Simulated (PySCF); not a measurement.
[Ho(BH4)2]+: from a saddle point downhill

PySCF 2.14.0, RKS PBE0, Ho lcecp-1-SVP with ECP56, B def2-SVP, H def2-SVP; non-relativistic Hamiltonian with scalar-relativistic core potentials where named; density fitting; no spin-orbit coupling. Relaxed within the symmetry of its start, the geometry (C2) is

```xyz
11

Ho    0.0000    0.0000   -0.1828
B     2.0245   -0.0268    1.0122
H     3.0087   -0.0315    1.6933
H     1.1938   -0.9417    1.3116
H     2.2078   -0.1554   -0.2284
H     1.3322    1.0350    1.1229
B    -2.0246    0.0268    1.0121
H    -3.0088    0.0314    1.6932
H    -1.1938    0.9416    1.3116
H    -2.2078    0.1554   -0.2284
H    -1.3322   -1.0350    1.1229
```

and its lowest harmonic modes are -64, 125, 147, 551, 567, 614 cm⁻¹ (negative: unstable). It was moved along the lowest mode and relaxed again, within the group C2 that the move left.

Problem. Where does it end, and how much lower?

Solution. In C2, 0.000 eV lower, after 5 steps:
```xyz
11

Ho    0.0000    0.0000   -0.1836
B     2.0294   -0.0394    1.0045
H     3.0172   -0.0663    1.6798
H     1.2959   -1.0721    1.1288
H     2.2109    0.0695   -0.2389
H     1.2359    0.9106    1.2968
B    -2.0294    0.0394    1.0044
H    -3.0172    0.0663    1.6798
H    -1.2960    1.0721    1.1288
H    -2.2109   -0.0695   -0.2390
H    -1.2359   -0.9107    1.2968
```

Problem. How do the contacts change?

Solution. 
```tsv
contact	saddle (Å)	end (Å)
Ho1–H4 (BH4)	2.132	2.133
Ho1–H9 (BH4)	2.132	2.133
Ho1–H6 (BH4)	2.133	2.133
Ho1–H11 (BH4)	2.133	2.133
```


No frequency check is given for the end.

An lcecp potential fixes the number of 4f electrons, so in runs with it no electron can move into or out of that shell.

State: singlet in the valence, with the 4f electrons in the core potential.
